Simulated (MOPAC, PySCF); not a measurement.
C$_{5}$H$_{6}$BN, SMILES `c1ncc(cc1)B`, neutral singlet in the gas phase. 

Cartesian coordinates (Å):
```xyz
13

B      2.2716     0.2229    -0.1293
C      0.7523    -0.0026    -0.0367
C     -0.1767     1.0601    -0.0749
C     -1.5393     0.7912     0.0137
C     -1.9420    -0.5444     0.1378
N     -1.0925    -1.5762     0.1781
C      0.2085    -1.3022     0.0931
H      3.0284    -0.7159    -0.0916
H      2.7124     1.3413    -0.2402
H      0.1818     2.0884    -0.1740
H     -2.2838     1.5899    -0.0124
H     -3.0086    -0.7900     0.2084
H      0.8877    -2.1627     0.1280
```
Charge 0, spin multiplicity 1.

All levels are single points at this geometry (B3LYP-D3(BJ)/def2-SVP); Pople sets use spherical d functions. Orbital energies aren't observables, and empty levels follow the basis.

```json
[
 {"level": "B3LYP-D3(BJ)/def2-TZVP in PySCF", "HOMO (eV)": "-7.33", "LUMO (eV)": "-2.51", "gap (eV)": "4.82", "dipole (D)": "2.00", "vertical IE, Delta-SCF (eV)": "9.54"},
 {"level": "M06-2X/def2-TZVP in PySCF", "HOMO (eV)": "-8.97", "LUMO (eV)": "-1.48", "gap (eV)": "7.49", "dipole (D)": "1.96", "vertical IE, Delta-SCF (eV)": "9.74"},
 {"level": "PBE-D3(BJ)/def2-TZVP in PySCF", "HOMO (eV)": "-6.06", "LUMO (eV)": "-3.25", "gap (eV)": "2.81", "dipole (D)": "2.01", "vertical IE, Delta-SCF (eV)": "9.23"},
 {"level": "B3LYP/3-21G in PySCF", "HOMO (eV)": "-6.78", "LUMO (eV)": "-2.28", "gap (eV)": "4.50", "dipole (D)": "2.04", "vertical IE, Delta-SCF (eV)": "–"},
 {"level": "B3LYP/6-311+G** in PySCF", "HOMO (eV)": "-7.37", "LUMO (eV)": "-2.55", "gap (eV)": "4.82", "dipole (D)": "2.08", "vertical IE, Delta-SCF (eV)": "–"},
 {"level": "B3LYP/6-31G* in PySCF", "HOMO (eV)": "-7.02", "LUMO (eV)": "-2.17", "gap (eV)": "4.86", "dipole (D)": "1.97", "vertical IE, Delta-SCF (eV)": "9.36"},
 {"level": "M06-2X/6-31G* in PySCF", "HOMO (eV)": "-8.74", "LUMO (eV)": "-1.18", "gap (eV)": "7.56", "dipole (D)": "1.94", "vertical IE, Delta-SCF (eV)": "–"},
 {"level": "PBE/6-31G* in PySCF", "HOMO (eV)": "-5.75", "LUMO (eV)": "-2.94", "gap (eV)": "2.81", "dipole (D)": "1.98", "vertical IE, Delta-SCF (eV)": "9.06"},
 {"level": "SVWN5/6-31G* in PySCF", "HOMO (eV)": "-5.83", "LUMO (eV)": "-3.19", "gap (eV)": "2.64", "dipole (D)": "2.04", "vertical IE, Delta-SCF (eV)": "9.20"},
 {"level": "HF/3-21G in PySCF", "HOMO (eV)": "-9.88", "LUMO (eV)": "1.46", "gap (eV)": "11.35", "dipole (D)": "2.12", "vertical IE, Delta-SCF (eV)": "–"},
 {"level": "AM1 in MOPAC", "HOMO (eV)": "-10.12", "LUMO (eV)": "-0.41", "gap (eV)": "9.71", "dipole (D)": "1.71", "vertical IE, Delta-SCF (eV)": "–"},
 {"level": "PM3 in MOPAC", "HOMO (eV)": "-10.43", "LUMO (eV)": "-1.09", "gap (eV)": "9.34", "dipole (D)": "1.86", "vertical IE, Delta-SCF (eV)": "–"},
 {"level": "PM7 in MOPAC", "HOMO (eV)": "-10.31", "LUMO (eV)": "-1.29", "gap (eV)": "9.03", "dipole (D)": "2.15", "vertical IE, Delta-SCF (eV)": "–"}
]
```
